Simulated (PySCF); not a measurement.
Radial density of Mo³⁺ (molybdenum, charge +3)

UHF, [Kr] 4d3, high-spin 4F determinant. Calculation: PySCF 2.14, in x2c-QZVPPall (13s8p7d3f2g, 111 functions); scalar relativity by spin-free X2C-1e.

```csv
r (bohr),4πr²ρ (e/bohr),4πr²(ρα − ρβ)
0.0349,49.14,-0.0034
0.0586,46.40,-0.0022
0.0986,64.67,0.0508
0.166,49.49,0.2899
0.279,45.98,0.4674
0.469,36.79,0.0302
0.789,11.30,0.6914
1.33,8.898,2.2134
2.23,1.413,0.8668
3.76,0.04020,0.0380
6.32,7.989e-05,0.0001
```

Densities and radii are taken from the X2C orbitals without a picture-change correction, which distorts them close to the nucleus.

(1) Where is the radial spin density 4πr²(ρα − ρβ) most negative, and why is it negative at all?

Answers

(1) Around r = 0.0349 bohr, down to -0.0034 e/bohr: exchange with the open shell polarises the paired shells in an unrestricted calculation.
